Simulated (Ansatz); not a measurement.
Input file for Ansatz (a first-principles code): R-SVWN5/def2-TZVPP on BGe2H7 (SMILES [GeH3][BH][GeH3]), a point of a torsion scan.

Ansatz 0.2 input:
```yaml
crystal:
  periodic: [false, false, false]
  atoms:
    - {symbol: Ge, position_ang: [1.70159954, 0.22157719, 0.22725467]}
    - {symbol: B, position_ang: [0.15926031, -0.24261266, -0.94911947]}
    - {symbol: Ge, position_ang: [-0.66001072, -2.06149135, -0.91265672]}
    - {symbol: H, position_ang: [2.91143275, -0.62981892, -0.00605346]}
    - {symbol: H, position_ang: [2.23293492, 1.62055162, 0.16005670]}
    - {symbol: H, position_ang: [1.43942727, 0.00869543, 1.68626991]}
    - {symbol: H, position_ang: [-0.27975133, 0.54963289, -1.68862700]}
    - {symbol: H, position_ang: [-0.55321064, -2.79664755, -2.21445872]}
    - {symbol: H, position_ang: [-2.13727727, -2.06857904, -0.65966211]}
    - {symbol: H, position_ang: [-0.12375914, -3.03800459, 0.08549311]}
basis:
  gaussian:
    orbitals: def2-TZVPP
hamiltonian:
  xc: {name: SVWN5}
scf: {lower_state_search: off}
```

Problem. Give the final energy of this run.

Solution. -4176.3621 hartree.
